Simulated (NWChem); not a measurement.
System: C$_{3}$H$_{8}$N$_{2}$; SMILES C(N)/C=N/C

Here is an NWChem input.

```
start job
memory heap 200 mb stack 900 mb global 1100 mb
geometry units angstroms noautosym nocenter noautoz
  C     -0.264820     2.406974     0.014828
  N      0.376793     1.144486     0.294927
  C     -0.060362     0.097788    -0.290574
  C      0.555816    -1.260994    -0.082046
  N     -0.485756    -2.264420     0.128590
  H      0.482497     3.119252    -0.396937
  H     -0.623927     2.859519     0.964228
  H     -1.124424     2.343749    -0.698532
  H     -0.937102     0.113743    -0.991198
  H      1.331729    -1.162464     0.716460
  H      1.096311    -1.525519    -1.020384
  H     -0.896477    -2.144456     1.063470
  H     -0.075963    -3.205739     0.120032
end
basis spherical
  * library 6-31g*
end
dft
  xc m06-2x
  iterations 150
end
cosmo
  do_cosmo_smd true
  solvent dmso
end
task dft energy
```

Coordinates come from a PBE-D3(BJ)/def2-SVP optimisation. Not confirmed as a minimum by frequencies. Solvent: dimethyl sulfoxide.

Level: M06-2X/6-31G* with SMD (1 M gas to 1 M solution), gas-phase geometry.

Task: Predict the main results of this run. (M06-2X/6-31G* (spherical d), SMD on the gas-phase geometry.) Quantities: solvation free energy (kcal/mol); cavity-dispersion-structure term (kcal/mol); dipole in solution (D).

Result: 
```yaml
solvation free energy (kcal/mol): -5.3
cavity-dispersion-structure term (kcal/mol): 2.3
dipole in solution (D): 0.98
```
